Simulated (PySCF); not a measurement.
`C=C[C@H](Cl)[C@H]1COC1=O`, C6H7ClO2

Molfile (atoms numbered from 1):
```
C6H7ClO2
     RDKit          3D

 16 16  0  0  0  0  0  0  0  0999 V2000
    2.6313    0.3602   -0.0983 C   0  0  0  0  0  0  0  0  0  0  0  0
    1.5579   -0.1359   -0.6849 C   0  0  0  0  0  0  0  0  0  0  0  0
    0.3991   -0.6982    0.0650 C   0  0  2  0  0  0  0  0  0  0  0  0
    0.2806   -2.4731   -0.2834 Cl  0  0  0  0  0  0  0  0  0  0  0  0
   -0.9120   -0.0524   -0.3436 C   0  0  1  0  0  0  0  0  0  0  0  0
   -2.1504   -0.3543    0.5154 C   0  0  0  0  0  0  0  0  0  0  0  0
   -2.2134    1.0256    0.9251 O   0  0  0  0  0  0  0  0  0  0  0  0
   -1.1248    1.3625    0.1971 C   0  0  0  0  0  0  0  0  0  0  0  0
   -0.5797    2.4093    0.0814 O   0  0  0  0  0  0  0  0  0  0  0  0
    2.7282    0.3957    0.9741 H   0  0  0  0  0  0  0  0  0  0  0  0
    3.4522    0.7585   -0.6679 H   0  0  0  0  0  0  0  0  0  0  0  0
    1.4740   -0.1698   -1.7619 H   0  0  0  0  0  0  0  0  0  0  0  0
    0.5543   -0.6182    1.1440 H   0  0  0  0  0  0  0  0  0  0  0  0
   -1.0672   -0.1424   -1.4192 H   0  0  0  0  0  0  0  0  0  0  0  0
   -3.0518   -0.6459   -0.0230 H   0  0  0  0  0  0  0  0  0  0  0  0
   -1.9859   -1.0126    1.3687 H   0  0  0  0  0  0  0  0  0  0  0  0
  1  2  2  0
  2  3  1  0
  3  4  1  0
  3  5  1  0
  5  6  1  0
  6  7  1  0
  7  8  1  0
  8  9  2  0
  8  5  1  0
  1 10  1  0
  1 11  1  0
  2 12  1  0
  3 13  1  1
  5 14  1  6
  6 15  1  0
  6 16  1  0
M  END
```

Computed, not measured: TDDFT B3LYP/def2-SVPD circular dichroism and optical rotation, one conformer, gas phase in PySCF 2.14.0. Geometry: GFN2-xTB.

The molecule is flexible and this is one conformer; a measurement averages over conformers.

Stereocentres: C3 S, C5 S.

(1) Give the optical rotatory dispersion at 633, 589.3, 546, 436, 405, 365, 355 nm.

(2) And for the mirror image at 589.3 nm?

(3) What is the molar rotation [Φ] = [α]·M/100 of the geometry above at 589.3 nm?

Results:

(1) [α] in deg dm⁻¹ (g/mL)⁻¹:
```csv
λ (nm),origin-invariant length gauge,modified velocity gauge,length gauge (centre of mass),isotropic polarisability (au)
633,+57.0,+62.1,+56.4,92.3
589.3,+66.4,+72.4,+65.8,92.7
546,+78.4,+85.3,+77.6,93.2
436,+130.0,+140.8,+128.8,95.1
405,+155.0,+167.3,+153.4,96.1
365,+201.2,+216.3,+199.2,97.7
355,+216.7,+232.5,+214.4,98.2
```

(2) -66.4 deg dm⁻¹ (g/mL)⁻¹ (origin-invariant length gauge): the same size and the opposite sign.

(3) With M = 146.57 g/mol, +97.3 deg cm² dmol⁻¹ (origin-invariant length gauge).

The first excitation lies at 5.70 eV (217 nm) with R = +25.7 × 10⁻⁴⁰ esu² cm² (velocity form).
